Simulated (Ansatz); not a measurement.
System: CHCl$_{2}$F, charge 0, singlet. CHCl2F (dichloro(fluoro)methane, SMILES FC(Cl)Cl).
B3LYP-D3(BJ)/def2-TZVP minimum from Ansatz (a program for electronic structure):
```
C
F 1 1.3493
H 1 1.0849 2 109.62
Cl 1 1.7755 3 108.37 2 119.30
Cl 1 1.7755 3 108.37 2 -119.30
```
Charge 0, spin multiplicity 1.

Total energies in hartree (Ansatz). Open shells are spin-unrestricted; no spin-orbit coupling. Cores are frozen in correlated methods. No relativity. Where a partner has so few electrons that a lower coupled-cluster level is exact, that level stands in.

```tsv
species	HF/cc-pV(T+d)Z	CCSD(T)/cc-pV(T+d)Z	HF/cc-pV(Q+d)Z	CCSD(T)/cc-pV(Q+d)Z	CCSD(T)/cc-pV(D+d)Z	CCSDT(Q)/cc-pV(D+d)Z
1: CHCl2F (dichloro(fluoro)methane, SMILES FC(Cl)Cl)	-1056.96455	-1057.82876	-1056.98279	-1057.92004	-1057.53633	-1057.53852
2: F (doublet)	-99.40552	-99.62036	-99.41377	-99.65026	-99.52757	-99.52776
3: C (triplet)	-37.69157	-37.78076	-37.69331	-37.78654	-37.76038	-37.76071
4: Cl (doublet)	-459.48556	-459.67356	-459.48916	-459.69449	-459.60403	-459.60445
5: H (doublet)	-0.49981	-0.49981	-0.49995	-0.49995	-0.49928	-0.49928
```

### Question
Work out the atomisation energy (electronic, to ground-state atoms) in kcal/mol: take Hartree-Fock from cc-pV(Q+d)Z, extrapolate the CCSD(T) correlation energy as X^-3 (X = 3, 4), and add CCSDT(Q) - CCSD(T) in cc-pV(D+d)Z. 1 hartree = 627.51 kcal/mol.

### Answer

Species 1: correlation (64·(-0.93725) - 27·(-0.86421))/37 = -0.99055; step -0.00219; E1 = -1056.98279 + (-0.99055) + (-0.00219) = -1057.97553
Species 2: correlation (64·(-0.23649) - 27·(-0.21484))/37 = -0.25229; step -0.00019; E2 = -99.41377 + (-0.25229) + (-0.00019) = -99.66625
Species 3: correlation (64·(-0.09323) - 27·(-0.08919))/37 = -0.09618; step -0.00033; E3 = -37.69331 + (-0.09618) + (-0.00033) = -37.78982
Species 4: correlation (64·(-0.20533) - 27·(-0.18800))/37 = -0.21798; step -0.00042; E4 = -459.48916 + (-0.21798) + (-0.00042) = -459.70756
Species 5: correlation (64·(0.00000) - 27·(0.00000))/37 = 0.00000; step +0.00000; E5 = -0.49995 + (0.00000) + (+0.00000) = -0.49995
-1·E1 +1·E2 +1·E3 +2·E4 +1·E5 = 0.60439 hartree = 379.3 kcal/mol.
